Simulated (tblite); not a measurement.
Record of a relaxation.

Species: C₂H₁₂FPSi₄.
Atom-mapped SMILES: `[F:1][Si@@H:2](/[CH:3]=[CH:4]/[SiH3:5])[P:6]([SiH3:7])[SiH3:8]` (hydrogens: H9 on Si2; H10 on C3; H11 on C4; H12, H13, H14 on Si5; H15, H16, H17 on Si7; H18, H19, H20 on Si8)

Computed with GFN2-xTB (tblite), gas phase: L-BFGS steps from a force-field or distance-geometry start until the largest atomic force falls under 0.01 eV/Å. 3 of its 220 geometries are shown.

Step 0: E = -669.1564 eV, largest atomic force 1.635 eV/Å
```
atom  x, y, z in Å  |  force x, y, z in eV/Å
F1     -0.490    2.890   -0.248    0.186  -1.500  -0.623
Si2    -0.202    1.314   -0.805   -0.776   1.391   0.270
C3      1.595    1.016   -0.471   -0.644   1.278  -0.309
C4      2.109   -0.153   -0.204    0.022  -1.291   0.361
Si5     3.911   -0.284    0.107    1.509   0.020   0.127
P6     -1.525    0.006    0.391    0.106   0.392   0.956
Si7    -3.580    0.793    0.082   -0.213   0.199  -0.175
Si8    -1.537   -2.070   -0.281   -0.328  -0.991  -0.311
H9     -0.526    1.311   -2.225   -0.040   0.201  -0.085
H10     2.239    1.889   -0.518   -0.025  -0.080   0.035
H11     1.492   -1.044   -0.141   -0.119   0.184  -0.046
H12     4.409    0.998    0.616   -0.048   0.011   0.033
H13     4.583   -0.495   -1.181    0.007  -0.125  -0.020
H14     4.296   -1.313    1.063   -0.095  -0.158   0.022
H15    -4.003    1.703    1.158    0.168  -0.261  -0.023
H16    -3.542    1.573   -1.147   -0.074   0.114  -0.194
H17    -4.521   -0.318   -0.114    0.112   0.027   0.127
H18    -0.263   -2.545   -0.816    0.087   0.158  -0.028
H19    -1.887   -3.003    0.823    0.081   0.441  -0.138
H20    -2.562   -2.259   -1.320    0.083  -0.009   0.021
```

Step 110: E = -669.5700 eV, largest atomic force 0.025 eV/Å
```
atom  x, y, z in Å  |  force x, y, z in eV/Å
F1     -0.695    2.704   -0.526    0.000   0.012   0.011
Si2    -0.299    1.189   -0.940   -0.003  -0.011   0.004
C3      1.549    0.982   -0.679   -0.010   0.009  -0.001
C4      2.085    0.015    0.061    0.009  -0.005   0.004
Si5     3.925   -0.219    0.385    0.010   0.011  -0.006
P6     -1.351   -0.197    0.445   -0.008   0.003  -0.004
Si7    -3.393    0.697    0.445    0.016   0.006   0.000
Si8    -1.578   -1.979   -0.864   -0.004   0.010   0.007
H9     -0.721    1.158   -2.340    0.008  -0.004  -0.006
H10     2.199    1.714   -1.143    0.003   0.003  -0.004
H11     1.401   -0.694    0.520   -0.009  -0.015   0.000
H12     4.592    1.084    0.398   -0.001  -0.010  -0.013
H13     4.486   -1.048   -0.687    0.003  -0.005   0.002
H14     4.100   -0.892    1.673    0.001   0.000   0.006
H15    -3.291    1.986    1.122   -0.006   0.005  -0.003
H16    -3.929    0.872   -0.909   -0.010   0.000  -0.004
H17    -4.239   -0.231    1.193   -0.015  -0.019   0.007
H18    -0.237   -2.403   -1.263    0.007   0.000   0.000
H19    -2.232   -3.007   -0.057   -0.002   0.009   0.002
H20    -2.378   -1.721   -2.066    0.012  -0.001  -0.004
```

Step 219: E = -669.5883 eV, largest atomic force 0.008 eV/Å
```
atom  x, y, z in Å  |  force x, y, z in eV/Å
F1     -0.653    2.777   -0.146   -0.001   0.000  -0.004
Si2    -0.337    1.307   -0.746    0.001   0.000   0.002
C3      1.513    1.004   -0.626    0.002  -0.003  -0.002
C4      2.064    0.021    0.080    0.000   0.001   0.001
Si5     3.910   -0.307    0.250    0.000   0.000  -0.002
P6     -1.404   -0.167    0.530    0.007   0.002  -0.003
Si7    -3.487    0.613    0.367   -0.001   0.002   0.000
Si8    -1.425   -1.915   -0.843    0.002   0.003   0.001
H9     -0.814    1.442   -2.122   -0.002   0.003   0.000
H10     2.157    1.691   -1.161    0.001   0.007   0.000
H11     1.391   -0.648    0.612   -0.001   0.000   0.003
H12     4.652    0.704   -0.505   -0.001  -0.001   0.000
H13     4.195   -1.641   -0.288   -0.001  -0.005   0.002
H14     4.281   -0.257    1.665   -0.002  -0.002   0.002
H15    -3.516    1.904    1.047   -0.003   0.000   0.002
H16    -3.924    0.767   -1.025   -0.001  -0.001   0.001
H17    -4.341   -0.365    1.040    0.003  -0.004  -0.001
H18    -0.065   -2.450   -0.887   -0.004   0.001  -0.005
H19    -2.352   -2.888   -0.268    0.001  -0.001   0.002
H20    -1.851   -1.581   -2.205    0.001  -0.003   0.003
```

Task: Summarise the path.

Result: The energy falls by 0.4319 eV from step 0 to step 219; nine tenths of that is first reached at step 75. It rises by more than 0.2 meV at step 146. The largest force goes from 1.635 to 0.008 eV/Å. Among the bonds F1–Si2 changes most, from 1.696 to 1.619 Å; the atoms move by 0.803 Å rms after alignment.

What follows is the cost of the whole relaxation. On one thread, Arm Neoverse N1 (aarch64), shared host, this took 4.8 s wall.
